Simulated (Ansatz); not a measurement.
A geometry relaxed with PBE0-D3(BJ)/def2-TZVP (Ansatz, a program for electronic structure), charge 0, multiplicity 1:

```xyz
6

B     -0.8708    -0.5616     0.2865
H      2.4896    -0.2612     0.5104
C     -0.2202     0.7153    -0.0883
H     -1.8747    -1.1813     0.4014
Si     1.0086    -0.3972     0.4130
H     -0.5325     1.6860    -0.4517
```

Question: Write the SMILES of this molecule.

Answer: `B1C=[SiH]1`
